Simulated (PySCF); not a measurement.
## Correlation energy of Pd³⁺ (palladium, charge +3)

Starting occupation: [Kr] 4d6 5p1, 4d3/2 with m_j = +3/2, 4d5/2 with m_j = -3/2, -1/2, +1/2, +3/2, +5/2, 5p3/2 with m_j = +3/2. Calculation: PySCF 2.14, in x2c-TZVPall-2c with one added diffuse shell each of s, p, d type (9s10p8d1f, 86 functions); X2C-1e with screened-nucleus spin-orbit coupling, Gaussian nucleus. Frozen: [Ar] 3d10; 15 electrons correlated; the 6 highest virtual spinors left out.

MP2 pair energies summed by pair of shells (mhartree):

```
 pair   energy  share (%)
4d-4p  -134.07       39.5
4d-4d   -83.41       24.6
4p-4p   -53.71       15.8
4p-4s   -21.98        6.5
4d-5p   -17.46        5.1
4d-4s   -16.26        4.8
4p-5p    -8.72        2.6
4s-4s    -3.45        1.0
4s-5p    -0.54        0.2
```

Total MP2 correlation energy: -339.59 mhartree.

The GHF reference relaxed away from the jj start to a determinant that is no pure jj level (⟨S²⟩ = 8.67, ⟨J²⟩ = 35.76); the energies belong to that determinant.

This basis was not built for core-valence correlation, so the inner-shell part is incomplete.
